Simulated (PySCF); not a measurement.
Predicted microwave data (PySCF 2.14.0, PBE0-D3(BJ)/def2-SVP geometry optimisation, gas phase) for one isomer of CGaN:

| Property | Result |
| --- | --- |
| Rotational constants | B = 4006 MHz (linear) |
| Dipole components | \|μa\| = 3.81 D, \|μb\| = 0.00 D, \|μc\| = 0.00 D |

Question: Which candidate fits, each taken in the one conformer that was computed?
A. `N#[C][Ga]` (gallium cyanide) [singlet]
B. `[C-]#[N+][Ga]` (gallium isocyanide) [singlet]

Answer: B. It is [C-]#[N+][Ga], linear, point group C∞v. The candidates at the same level (rigid rotor, commonest isotopes):

| SMILES | A (MHz) | B (MHz) | C (MHz) | μa (D) | μb (D) | μc (D) | Δ (u·Å²) | point group | rotor |
| --- | --- | --- | --- | --- | --- | --- | --- | --- | --- |
| N#[C][Ga] | – | 3443 | 3443 | 3.78 | 0.00 | 0.00 | – | C∞v | linear |
| [C-]#[N+][Ga] | – | 4006 | 4006 | 3.81 | 0.00 | 0.00 | – | C∞v | linear |

`N#[C][Ga]` misses B by 14 %. No structure here is proved a minimum.
